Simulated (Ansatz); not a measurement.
Cost and result for the atomization energy of C$_{2}$H$_{7}$ClGeS (`C[S][GeH]([CH3])[Cl]`) (12 atoms, 11 bonds).

```json
{"atom": "C1", "x (Å)": "-1.178", "y (Å)": "-0.931", "z (Å)": "-1.547"}
{"atom": "S2", "x (Å)": "-0.236", "y (Å)": "-1.788", "z (Å)": "-0.253"}
{"atom": "Ge3", "x (Å)": "1.071", "y (Å)": "-0.107", "z (Å)": "0.340"}
{"atom": "C4", "x (Å)": "0.163", "y (Å)": "1.229", "z (Å)": "1.415"}
{"atom": "Cl5", "x (Å)": "2.618", "y (Å)": "-0.986", "z (Å)": "1.558"}
{"atom": "H6", "x (Å)": "-1.828", "y (Å)": "-1.679", "z (Å)": "-2.001"}
{"atom": "H7", "x (Å)": "-1.801", "y (Å)": "-0.135", "z (Å)": "-1.138"}
{"atom": "H8", "x (Å)": "-0.520", "y (Å)": "-0.530", "z (Å)": "-2.320"}
{"atom": "H9", "x (Å)": "1.743", "y (Å)": "0.487", "z (Å)": "-0.913"}
{"atom": "H10", "x (Å)": "-0.246", "y (Å)": "0.754", "z (Å)": "2.307"}
{"atom": "H11", "x (Å)": "0.866", "y (Å)": "2.009", "z (Å)": "1.708"}
{"atom": "H12", "x (Å)": "-0.651", "y (Å)": "1.677", "z (Å)": "0.842"}
```

The species carries charge 0 and has multiplicity 1. Correlated methods include outer-core shells of Ge, which these sets cover unevenly. Scalar relativity is left out up to krypton. The geometry is a stationary point of PBE0-D4/def2-TZVP. It is one conformer, not always the lowest. Program: Ansatz. All runs use 3 threads of an AMD EPYC 7R13 on a shared host and a share of an NVIDIA H100 80 GB. Times are those of one run each, without the atoms' runs, and a repeat can differ threefold. Electronic energies, without spin–orbit coupling; frozen cores. CCSD(T)/CBS adds CCSD(T) − MP2 in def2-TZVPP to the MP2 limit, and its time is that of the two runs behind it. T1 = 0.010. With those shells the extrapolation isn't a true limit. HSE06 is the plane-wave form, built on full-range PBE exchange.

CCSD(T)/CBS is a level of theory with its own doubt, some kJ/mol a heavy atom from the limit and from the frozen cores, so smaller differences don't rank the functionals.

```csv
level,functions,wall time
r2SCAN-D4/def2-TZVPP (with forces),292,3.8 s
PBE-D4/def2-TZVPP (with forces),292,4.1 s
r2SCANh-D4/def2-TZVPP,292,4.4 s
CCSD(T)/def2-SVP,131,4.5 s
LDA (SPW92)/def2-TZVPP,292,4.6 s
PBE0-D4/def2-TZVPP,292,4.9 s
HSE06-D4/def2-TZVPP,292,5.5 s
CAM-B3LYP-D4/def2-TZVPP,292,5.5 s
PBE-QIDH/def2-TZVPP,292,6 s
ωB97M-V/def2-TZVPP (with forces),292,6 s
CCSD(T)/def2-TZVPP,292,9 s
CCSD(T)/def2-QZVPP,553,5.9 min
CCSD(T)/CBS(def2),–,6.1 min
```

(1) What atomization energy does each give, and how far from CCSD(T)/CBS? (Estimate.)

Answers

(1) Computed: 
| level | atomization (kJ/mol) | difference from CCSD(T)/CBS | per bond |
| --- | --- | --- | --- |
| r2SCAN-D4/def2-TZVPP (with forces) | 4131.1 | 10.9 | 1.0 |
| PBE-D4/def2-TZVPP (with forces) | 4162.9 | 42.7 | 3.9 |
| r2SCANh-D4/def2-TZVPP | 4113.6 | -6.6 | -0.6 |
| CCSD(T)/def2-SVP | 3866.7 | -253.5 | -23.1 |
| LDA (SPW92)/def2-TZVPP | 4662.2 | 542.0 | 49.3 |
| PBE0-D4/def2-TZVPP | 4123.0 | 2.8 | 0.3 |
| HSE06-D4/def2-TZVPP | 4125.1 | 4.9 | 0.4 |
| CAM-B3LYP-D4/def2-TZVPP | 4101.9 | -18.3 | -1.7 |
| PBE-QIDH/def2-TZVPP | 4105.7 | -14.5 | -1.3 |
| ωB97M-V/def2-TZVPP (with forces) | 4119.1 | -1.1 | -0.1 |
| CCSD(T)/def2-TZVPP | 4026.8 | -93.4 | -8.5 |
| CCSD(T)/def2-QZVPP | 4085.0 | -35.2 | -3.2 |
| CCSD(T)/CBS(def2) | 4120.2 | 0.0 | 0.0 |

From PBE to PBE0 (25 % exact exchange), in def2-TZVPP and without D4, the atomization energy moves by −35.6 kJ/mol: exact exchange takes away binding that semilocal exchange gives to molecules. The D4 term adds +49.5 kJ/mol with B3LYP and +26.3 kJ/mol with PBE0; it sums over pairs of atoms, weighted by their polarisabilities, and B3LYP, whose exchange is more repulsive, gets the larger term. Leaving LDA and LC-ωPBE aside and taking each functional with its dispersion term where it has one, the values, not all of them listed here, spread over 150.0 kJ/mol, from BHLYP-D4 to PBE-D4. LDA lies +529.8 kJ/mol from PBE without D4, its usual overbinding.

B3LYP here is the variant with VWN-RPA as its local correlation; programs differ in this.
